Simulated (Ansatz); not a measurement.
**Question.** Name a neutral molecule of As, C, O, Si and H with size of the dipole moment (ωB97M-V/def2-TZVPP) between 1.70 and 2.00 D and size of the dipole moment (PBE/def2-TZVPP) between 1.55 and 1.85 D (Ansatz, PBE0-D4/def2-TZVP geometry).

**Answer.** `C1O[AsH][SiH2]1` (1.90 D, 1.56 D); `O=C([SiH3])[AsH2]` (1.93 D, 1.71 D); `[AsH2][SiH]1CO1` (1.99 D, 1.73 D). Other molecules can fit too; these were computed, each in one conformer that needn't be the lowest.
